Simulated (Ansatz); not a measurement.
Basis sets compared for Al₄Sb₄H₁₆, a cluster cut from zinc blende AlSb (hydrogen-capped). Total charge 0; singlet. Geometry PBE-D4/def2-SVP. Ansatz on 4 threads of Arm Neoverse V1 on a shared host; times are rough, and most runs start from earlier orbitals.

```xyz
24

Al    0.254    1.217   -2.822
Al   -1.671    1.750    1.917
Al    2.842   -0.243    1.182
Al   -1.422   -2.723   -0.272
Sb    2.494    0.781   -1.324
Sb    0.942    1.214    2.494
Sb   -0.944   -1.214   -2.496
Sb   -2.495   -0.784    1.323
H     0.686    1.369   -4.356
H    -0.636    2.266   -2.002
H    -2.404    2.220    3.261
H    -1.670    2.555    0.533
H     4.285    0.202    1.715
H     2.298   -1.748    1.129
H     0.014   -3.070    0.347
H    -2.564   -3.790   -0.618
H     3.361    2.262   -1.370
H     3.589   -0.084   -2.322
H     1.649    2.740    2.838
H     0.978    0.646    4.113
H    -2.434   -1.100   -3.339
H    -0.199   -2.280   -3.615
H    -4.140   -0.628    0.862
H    -2.813   -1.558    2.821
```

In the def2 sets Sb takes a core potential; there is no spin–orbit coupling.

Binding counts from free atoms (Al doublet, Sb quartet, H doublet) in the same basis, without a counterpoise term.

```csv
level,functions,energy (Eh),HOMO (eV),LUMO (eV),binding per atom (eV),wall time
PBE-D4/def2-SVP,256,-1939.4496,-6.52,-2.21,2.38,10 s
PBE0-D4/def2-SVP,256,-1939.6213,-7.52,-1.55,2.37,16 s
```

Problem. Estimate the rows for PBE-D4/def2-TZVP, PBE0-D4/def2-TZVP (with forces).

Solution. 
```csv
level,functions,energy (Eh),HOMO (eV),LUMO (eV),binding per atom (eV),wall time
PBE-D4/def2-TZVP,444,-1939.8332,-6.53,-2.29,2.38,20 s
PBE0-D4/def2-TZVP (with forces),444,-1939.9945,-7.50,-1.60,2.37,82 s
```
